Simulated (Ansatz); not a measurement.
`[OH][Zn][SH]` and `[BH2][Zn][OH]` differ in one atom or group.

Ansatz, PBE0-D4/def2-TZVP geometries, multiplicity 1. Each molecule was computed in one conformer, which needn't be the lowest.

Scalar relativity is left out up to krypton.

| property | `[OH][Zn][SH]` |
| --- | --- |
| size of the dipole moment (B3LYP/def2-TZVPP) / D | 1.49 |
| HOMO energy (PBE/def2-TZVPP) / eV | -6.29 |
| LUMO energy (PBE0/def2-TZVPP) / eV | -1.01 |
| zero-point energy (PBE0-D4/def2-TZVP) / kJ/mol | 57.1 |
| HOMO energy (PBE0/def2-TZVPP) / eV | -7.51 |
| HOMO energy (B3LYP/def2-TZVPP) / eV | -7.26 |

Q: What does the change do to each property? (Estimate.)

A: Ansatz gave: 
| property | `[BH2][Zn][OH]` | shift |
| --- | --- | --- |
| size of the dipole moment (B3LYP/def2-TZVPP) / D | 1.76 | 0.27 |
| HOMO energy (PBE/def2-TZVPP) / eV | -6.52 | -0.23 |
| LUMO energy (PBE0/def2-TZVPP) / eV | -2.60 | -1.59 |
| zero-point energy (PBE0-D4/def2-TZVP) / kJ/mol | 83.8 | 26.7 |
| HOMO energy (PBE0/def2-TZVPP) / eV | -7.82 | -0.31 |
| HOMO energy (B3LYP/def2-TZVPP) / eV | -7.64 | -0.38 |

With PBE0 the HOMO falls by 0.31 eV and the LUMO falls by 1.59 eV, so the gap narrows by about 1.28 eV. PBE moves the HOMO by -0.23 eV and ωB97M-V by -0.33 eV. The zero-point energy changes by 26.7 kJ/mol with +3 modes. Dipoles are sizes alone; their direction can turn.

B3LYP here is the variant with VWN-RPA as its local correlation; programs differ in this.
